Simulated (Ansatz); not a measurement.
The first iterations of a band of CH7InSSi (11 atoms, charge 0, multiplicity 1).

All numbers below come from RKS B3LYP-D4/def2-SVP (Ansatz 0.2.0).

| Quantity | Value |
| --- | --- |
| movable images | 7 |
| climbing image | yes |
| spring | 5.0 eV/Å² |
| optimiser | quadratic models (default) |
| start path | through a guess of the saddle point |
| force threshold | 0.05 eV/Å |
| iteration limit | 60 |
| end points | relaxed |

First end point:

```xyz
11
Properties=species:S:1:pos:R:3
In -0.288 -0.291 -0.164
Si 0.937 1.999 -0.064
S -1.981 -0.510 -1.918
H -1.823 0.742 -2.408
C -0.117 -2.108 1.026
H -0.048 3.100 0.163
H 1.628 2.264 -1.363
H 1.957 2.052 1.026
H 0.937 -2.412 1.109
H -0.507 -1.920 2.038
H -0.698 -2.915 0.557
```

Last end point:

```xyz
11
Properties=species:S:1:pos:R:3
In -1.284 -1.102 -0.018
Si 0.639 2.155 -0.861
S -2.609 0.133 -1.311
H 0.401 1.879 -2.301
C -0.006 -2.291 1.235
H -0.493 2.895 -0.244
H 1.901 2.937 -0.697
H 0.824 0.854 -0.135
H 1.019 -2.242 0.841
H -0.032 -1.887 2.257
H -0.359 -3.332 1.234
```

| iteration | highest image above the first end (eV) | largest band force component (eV/Å) |
| --- | --- | --- |
| 1 | 5.009 | 12.414 |
| 2 | 3.267 | 4.250 |
| 3 | 2.372 | 2.026 |
| 4 | 2.191 | 1.029 |
| 5 | 2.736 | 0.638 |
| 6 | 2.994 | 1.065 |

Q: Does the band converge within its limit, and where does its top end?

A: The run converged. It ended after 19 iterations with the highest image 2.296 eV above the first end. Neighbouring images differ by up to 1.7 eV, so the band resolves the path poorly. A vibrational analysis at the climbing image gives 2 clearly imaginary modes (1418i, 60i cm⁻¹): a point of higher order, so a lower path passes nearby. The orbitals stay closed-shell, which can raise the energy where a bond breaks towards radicals; this wasn't checked here.

The run took 3 min on 2 threads of AMD EPYC 9R45 96-Core Processor (Zen 5) (shared host), peak memory 0.32 GiB.
